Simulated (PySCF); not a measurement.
CH₇AlO₂, singlet (B3LYP/def2-SVP optimised geometry):

```
11

Al    -1.558    -0.697     0.000
H     -1.906    -1.478     1.349
H     -1.778    -1.419    -1.406
O     -1.735     1.037     0.000
H     -2.144     1.507     0.732
C      1.249     0.470    -0.301
O      0.459    -0.697     0.000
H      2.144     0.490     0.340
H      0.595     1.325    -0.093
H      1.536     0.479    -1.364
H      0.890    -1.507    -0.309
```

Computed with B3LYP/def2-TZVP (PySCF 2.14.0).

Task: What are the frontier orbital energies and the dipole moment?

Result: HOMO-2 -8.29 eV, HOMO-1 -7.94 eV, HOMO -7.01 eV, LUMO -0.40 eV, LUMO+1 0.48 eV; dipole moment 4.45 D.

Meta-Löwdin charges at B3LYP/def2-TZVP: Al1 0.67, H2 -0.20, H3 -0.20, O4 -0.82, H5 0.33, C6 -0.12, O7 -0.44, H8 0.12, H9 0.16, H10 0.12, H11 0.37.
